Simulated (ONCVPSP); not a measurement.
**boron (B), ONCV: configuration errors across variants**

```
Element                 : B
Generator               : ONCVPSP 4.0.1
Type                    : optimised norm-conserving Vanderbilt (ONCV)
Functional              : BLYP
Relativity              : scalar-relativistic
Frozen core             : [He]
Valence charge          : 3
Reference configuration : 2s2 2p1
Partial waves           : 2s: rc 1.25 bohr, ncon 4, nbas 8, qcut 6.3 1/bohr, local; 2p: rc 2.00 bohr, ncon 5, nbas 8, qcut 3.7 1/bohr, 2 projectors, debl 3 Ha; d scattering state at 0.05 Ha: rc 2.10 bohr, ncon 3, nbas 7, qcut 5 1/bohr, 2 projectors, debl 2.4 Ha
Local potential         : the s channel
Core correction         : Teter function, fcfact 3.75, rcfact 1.35
```

All-electron excitation energies from the reference (eV): (1) 2s2 2p0 8.173; (2) 2s1 2p0 33.523; (3) 2s2 2p0.5 2.857; (4) 2s1 2p2 5.783.

Errors AE − PS in meV (a dash: test not solved or not reliable):

| change | (1) | (2) | (3) | (4) | bound ghosts | GHOST(+) flags above zero |
| --- | --- | --- | --- | --- | --- | --- |
| base | +36 | +159 | +4.8 | +0.5 | none | none |
| core correction Teter function, fcfact 3.75, rcfact 0.98 | +37 | +175 | +4.9 | +1.4 | none | none |
| core correction Teter function, fcfact 3.75, rcfact 1.18 | +38 | +174 | +5.0 | +1.1 | none | none |
| core correction Teter function, fcfact 3.75, rcfact 1.42 | +35 | +150 | +4.6 | +0.2 | none | none |
| core correction Teter function, fcfact 3.75, rcfact 1.84 | +24 | +49 | +3.3 | -1.6 | none | none |
| core correction Teter function, fcfact 3.75, rcfact 2 | +18 | -8.6 | +2.4 | -2.1 | none | none |

Q: Give the same row for: core correction Teter function, fcfact 3.75, rcfact 1.56.

A: +32, +124, +4.3, -0.5; bound ghosts: none; GHOST(+) flags above zero: none.
